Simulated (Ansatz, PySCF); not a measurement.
C3H8GeSi, SMILES [CH2](C#C)[GeH2][SiH3]. Atoms are numbered in the order given.

```xyz
13

C      2.4521     1.6234     0.5766
C      1.9843     0.7649    -0.1480
C      1.3637    -0.2561    -0.9630
Ge    -0.2871    -0.9419    -0.0887
Si    -1.6491     0.9055     0.5397
H      2.8829     2.3818     1.2030
H      1.0818     0.1438    -1.9522
H      2.0472    -1.1051    -1.1347
H      0.1331    -1.7751     1.1342
H     -1.0029    -1.8719    -1.0884
H     -3.0195     0.4322     0.9043
H     -1.0578     1.6211     1.7078
H     -1.7608     1.8513    -0.6126
```
Charge 0, spin multiplicity 1.

The structure is a stationary point at r2SCAN-D4/def2-SVP. The structure was generated by enumeration, and PubChem lists no compound with its InChIKey, so it may never have been made. Other conformers were not sampled.

Two levels are set side by side: PBE-D3(BJ)/def2-SVP (Ansatz, a quantum-chemistry and plane-wave program) and r2SCAN-D4/def2-SVP (Ansatz). Each level has its own optimised geometry; the coordinates shown are those of the second. Frequencies come from the Hessian of PySCF at each geometry. Differences are taken from unrounded values.

| quantity | r2SCAN-D4 | PBE-D3(BJ) | PBE-D3(BJ) minus r2SCAN-D4 |
|---|---|---|---|
| mean bond length (Å) | 1.490 | 1.500 | 0.010 |
| bond C1–C2 (Å) | 1.217 | 1.225 | 0.008 |
| bond C2–C3 (Å) | 1.446 | 1.449 | 0.003 |
| bond C3–Ge4 (Å) | 1.990 | 2.005 | 0.015 |
| bond Ge4–Si5 (Å) | 2.380 | 2.393 | 0.013 |
| bond C1–H6 (Å) | 1.074 | 1.080 | 0.007 |
| bond C3–H7 (Å) | 1.104 | 1.111 | 0.007 |
| bond C3–H8 (Å) | 1.103 | 1.110 | 0.007 |
| bond Ge4–H9 (Å) | 1.538 | 1.553 | 0.015 |
| bond Ge4–H10 (Å) | 1.542 | 1.557 | 0.015 |
| bond Si5–H11 (Å) | 1.495 | 1.506 | 0.011 |
| bond Si5–H12 (Å) | 1.492 | 1.503 | 0.011 |
| bond Si5–H13 (Å) | 1.495 | 1.506 | 0.011 |
| highest harmonic wavenumber (cm⁻¹) | 3478 | 3410 | -69 |
| mean harmonic wavenumber (cm⁻¹) | 1149 | 1118 | -31 |
| zero-point energy (kcal/mol) | 54.20 | 52.72 | -1.48 |
